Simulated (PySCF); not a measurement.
# Electron correlation in B⁺ (boron, charge +1)

[He] 2s2, closed-shell 1S. All numbers are calculated (PySCF 2.14, scalar relativity by spin-free X2C-1e, in aug-cc-pVDZ-DK (4s3p2d, 23 functions)). Frozen: 1s2; 2 electrons correlated.

With two correlated electrons CCSD is exact within the correlated space (frozen core and kept virtual orbitals).

| level | correlation energy (mhartree) |
| --- | --- |
| CCSD | -58.66 |

Diagnostics: T1 = 0.012, D1 = 0.0167, largest double amplitude 0.151.

A double-excitation amplitude exceeds 0.15, a sign of near-degeneracy.

Cost of the coupled-cluster step: about 0.19 core-seconds, for 2 correlated electrons.
